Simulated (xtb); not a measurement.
BFH₅NO₂Si, SMILES OB(O)N[SiH2]F. All values are semi-empirical tight-binding results from xtb (GFN2-xTB unless named), good for trends rather than for accurate numbers. Geometry: GFN2-xTB. This is a generated structure with no PubChem entry under its InChIKey; it may be hypothetical. One conformer was computed; it need not be the lowest.

Computed properties:
- point group as xtb finds it: Cs
- orbital gap: 5.98 eV
- dipole moment: 4.32 D
- zero-point energy: 42.1 kcal/mol
- G − E(el) at 298.15 K (modified RRHO): 21.7 kcal/mol
- static polarisability (D4 model): 63.5 bohr³
- solvation energy, GFN2-xTB/ALPB(water): -8.8 kcal/mol
- solvation energy, GFN2-xTB/ALPB(ether): -8.6 kcal/mol
